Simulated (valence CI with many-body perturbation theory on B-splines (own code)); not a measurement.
**Questions on Au29+**

Calculated by valence CI with perturbative core correlation (CI+MBPT): four valence electrons over a frozen Dirac-Fock core [Kr] 4d10, radial functions for each j: 8 s, 8 p, 9 d, 9 f, 6 g, 3 h, 2 i, with the one-electron correlation potential Σ1, the two-electron term Σ2, the three-electron term Σ3, Breit, model QED; selected CI, second order for the rest (own B-spline code, finite nucleus).

No measured spectrum was set against this ion. As an estimate, large intervals hold to a few tenths of a per cent, small ones and those within an open d or f shell to about a per cent. Core correlation moves these levels by up to 5900 cm⁻¹, and in measured spectra 5 to 20 % of such shifts remained as error; rates that hang on mixing are uncertain with them. Only levels of the ground parity were solved; by the run's estimate the other parity begins above the list, which can be wrong where configurations are misplaced.

Levels are named by their leading jj configuration (3d3/2^4 stands for four electrons in 3d with j = 3/2), which in mixed levels can hold well under half, so a name can repeat and another be missing.

Rates and lifetimes use the calculated energies. Strong lines usually hold to 10 to 20 %, long lifetimes can be off by a factor of two.

(1) What is the ground level?

(2) Name the longest-lived excited levels whose lifetime is computed, and their main decay.

(3) What is the ionisation energy?

(4) How well does LS coupling describe the low levels?

Results:

(1) (4f5/2^4) J=4, composition 72 % 4f4 5I + 23 % 4f4 3H + 2 % 4f4 1G, g = 0.667.

(2) (4f5/2^4) J=2 at 38531 cm⁻¹ lives 35.5 s, mostly by E2 to (4f5/2^4) J=4.

(3) 1025 eV; NIST lists 1040 ± 50 eV (theoretical).

(4) Among the lowest 20 levels the leading LS term, summed over configurations, holds 53 % on average. For single configurations the figures are 53 % in LS and 72 % in jj coupling. Terms mix most in the J = 2 level at 38531 cm⁻¹, where the leading one holds 26 %.
